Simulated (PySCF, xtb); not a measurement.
GaBr2, SMILES [Br][Ga+][Br], charge +1.

Harmonic wavenumbers (cm⁻¹) from xtb 6.7.1 with GFN2-xTB at its own minimum, in rising order: 67, 67, 182, 347.

Q: What does B3LYP-D3(BJ)/def2-SVP (PySCF) give at its own minimum? (The exact figures need the calculation; the answer reports its results.)

A: 86, 86, 244, 453. Paired by order, the mean absolute difference is 52 cm⁻¹ and the zero-point energies are 0.9 and 1.2 kcal/mol.
